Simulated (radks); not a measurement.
Results of a calculation; reference values are marked as such.
Problem. These are the eigenvalues of the occupied orbitals of an atom or ion with whole-number occupations (eV). Level of theory: scalar-relativistic Kohn-Sham, LDA (Slater exchange, Perdew-Wang correlation), spin-polarised, spherical densities, finite nucleus; Fermi nuclear charge, rms radius of each element as measured or else 0.836 A^(1/3) + 0.57 fm (a radial shooting solver on a logarithmic mesh with Libxc functionals).

1s up: -2440.459
1s down: -2440.236
2s up: -252.5080
2s down: -252.2537
2p up: -198.4257
2p down: -198.1113
3s up: -52.9204
3s down: -51.4745
3p up: -41.0238

Which element is it, and in what charge state? The configuration may be excited. Open shells, if any, are filled with parallel spins first.

Solution. Z = 16, sulfur, charge +3: S3+ in [Ne] 3s2 3p1. The list shows which subshells hold electrons but not how many an open one holds; the 1s level, -89.685 hartree, gives Z - s = 13.4 by -(Z - s)^2/2, which with screening and relativity narrows Z to a few neighbours, and the depths of the outer levels then fix element, charge and occupations together.
